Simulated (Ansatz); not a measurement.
Species: ZrH2, net charge 0, singlet state. This is an excited singlet: at this geometry the triplet lies 0.18 eV lower at CCSD(T)/CBS(def2-TZVPPD,def2-QZVPPD). 
Coordinates optimised at B3LYP-D3(BJ)/def2-TZVP (Ansatz, a quantum-chemistry and plane-wave program):
```
Zr
H 1 1.8234
H 1 1.8234 2 118.98
```
Charge 0, spin multiplicity 1.

Parts of the frozen-core correlation energy in def2-SVP (Ansatz, hartree). Frozen orbitals: 4; correlated occupied orbitals by spin: 3 and 3; virtual: 34 and 34. No spin-orbit coupling. Past Kr the def2 sets carry scalar-relativistic core potentials. The restricted reference is unstable.

```csv
term,value
reference (HF),-47.54805
MP2 opposite-spin,-0.07325
MP2 same-spin,-0.00913
CCSD correlation,-0.11312
(T),-0.00450
CCSDT minus CCSD(T),-0.00166
CCSDT(Q) minus CCSD(T),-0.00188
T1 diagnostic,0.031
largest doubles amplitude,0.198
```
